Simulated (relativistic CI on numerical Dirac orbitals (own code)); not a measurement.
**Fe⁵⁺: L2,3 absorption edge**

Computed with this model: Dirac-Coulomb-Breit CI, KLI orbitals optimised for each configuration, model QED, valence Slater integrals scaled by 0.9, multiplet model of core-to-valence dipole absorption; configurations [Ar] 3d3 → [He] 2s2 2p5 3s2 3p6 3d4; 300 K; Lorentzian 0.4 eV and Gaussian 0.3 eV FWHM. Energies are those of the free ion, without screening or charge transfer. The branching ratio is the share of the lower-energy edge in the whole absorption, uncertain by about 0.02 where the edges overlap. S is read from ⟨S²⟩ = S(S + 1).

Field parameters in Wybourne normalisation: D3d B²₀ = −7Dσ, B⁴₀ = −14Dq − 21Dτ, B⁴₃ = −14√(10/7) Dq; D4h B²₀ = −7Ds, B⁴₀ = 21(Dq − Dt), B⁴₄ = 21√(5/14) Dq; Td as Oh with Dq negative (B⁴₀ = 21Dq, B⁴₄ = √(5/14) B⁴₀). The field is a parameter set, without covalency.

Peaks in eV (height, largest 100): 716.9 (22), 718.9 (46), 721.1 (85), 722.0 (69), 722.7 (70), 725.9 (14), 726.5 (13), 727.9 (10), 728.4 (9), 730.6 (37), 732.0 (100), 733.5 (39), 735.4 (55), 737.4 (7).

Q: Which surroundings give this spectrum?
A. D4h, 10Dq = 34350, Ds = 2920, Dt = 380 cm⁻¹
B. D3d, 10Dq = 29100, Dσ = 70, Dτ = -110 cm⁻¹
C. free ion
D. Td, 10Dq = -14350 cm⁻¹

A: B. D3d, 10Dq = 29100, Dσ = 70, Dτ = -110 cm⁻¹, where the ground state has S = 1.50.
